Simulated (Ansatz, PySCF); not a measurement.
Noncovalent pair: H4SeSi (SMILES [SiH3][SeH]) (first 6 atoms) with HF (SMILES F); geometry from B3LYP-D3(BJ)/def2-TZVP.
(charge 0, multiplicity 1):
```xyz
8

Si     0.6140    -1.3546     0.8601
Se    -0.4734     0.6838     0.9874
H      0.0502    -2.1599    -0.2427
H      2.0175    -0.9959     0.5795
H      0.4886    -2.0777     2.1396
H     -1.7522     0.0804     1.3975
F      0.8532     0.7205     3.9884
H      0.4022     0.8300     3.1711
```

Interaction energies are E(AB) − E(A) − E(B) at the monomers' geometry in the complex; basis-set methods are counterpoise corrected. Rows marked so take none.

Rows in 3-21G, 6-31G* carry no dispersion term and start afresh at each structure (6-31G* with six Cartesian d functions); the Pople sets are all-electron and without relativity.

Codes used: Ansatz (Gaussian orbitals); PySCF for 3-21G rows, 6-31G* rows, the dispersion terms. 

Q: One of these levels gives -25.8 kJ/mol for the interaction energy. Which?
A. B97M-V/def2-TZVPPD
B. HF/6-31G*
C. BLYP-D3(BJ)/def2-TZVPPD
D. B3LYP/3-21G (no counterpoise)

A: C, BLYP-D3(BJ)/def2-TZVPPD. The others give -7.7 (HF/6-31G*), -22.3 (B97M-V/def2-TZVPPD), -30.9 (B3LYP/3-21G (no counterpoise))

Ansatz is a program for electronic structure.
